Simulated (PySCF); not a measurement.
Magnetic susceptibility: `[PH-][GeH3]`, [GeH$_{4}$P]-, charge -1

Geometry (Å), atoms numbered from 1 in this order:
```xyz
6

P     1.5964   -0.8714   -0.3365
Ge   -0.4284   -0.0244   -0.0313
H     2.1770    0.2460    0.1897
H    -0.9308    0.3285    1.3946
H    -1.5553   -0.9594   -0.4866
H    -0.8558    1.2828   -0.7514
```

Total charge -1.

Computed, not measured: PySCF 2.14.0, GIAO B3LYP/aug-pcSseg-1 magnetisability, rotational g tensor and spin-rotation constants, non-relativistic, gas phase. Geometry: GFN2-xTB.

The calculation is non-relativistic, which matters for the atoms heavier than Zn. For an ion the centre-of-mass motion in the field is neglected. The highest occupied orbital is unbound at this level, so the values depend on the basis.

Task: How diamagnetic is it, and how anisotropic?

Result: Isotropic -997 × 10⁻³⁰ J/T², or -60.0 × 10⁻⁶ cm³/mol; principal values -1092, -969, -929 × 10⁻³⁰ J/T², anisotropy 147 × 10⁻³⁰ J/T² (root of half the summed squared differences of the principal values). The susceptibility is in cgs units.

Task: Split it along the inertial axes a, b, c into diamagnetic and paramagnetic parts about the centre of mass, with the quadrupole moment.

Result: 
```tsv
axis	χ (10⁻⁶ cm³/mol)	diamagnetic (10⁻⁶ cm³/mol)	paramagnetic (10⁻⁶ cm³/mol)	summed x² of all electrons (Å²)	quadrupole Θ (D Å)
a	-65.8	-107.2	41.5	70.0	-11.39
b	-55.9	-349.1	293.2	13.0	+9.58
c	-58.4	-352.2	293.9	12.3	+1.81
```
Anisotropies 2χaa − χbb − χcc = -17.2 and 2χbb − χaa − χcc = +12.3 × 10⁻⁶ cm³/mol. Θ is traceless in Buckingham's convention.

Task: And the rotational g tensor?

Result: 
```
axis  rotational constant (GHz)        g  nuclear part  electronic part
   a                    68.1740  -0.3325        0.9956          -1.3281
   b                     4.2712  -0.0653        0.5230          -0.5884
   c                     4.2055  -0.0505        0.5301          -0.5806
```
Asymmetric top; isotopes 74Ge, 1H, 31P; no vibrational averaging.
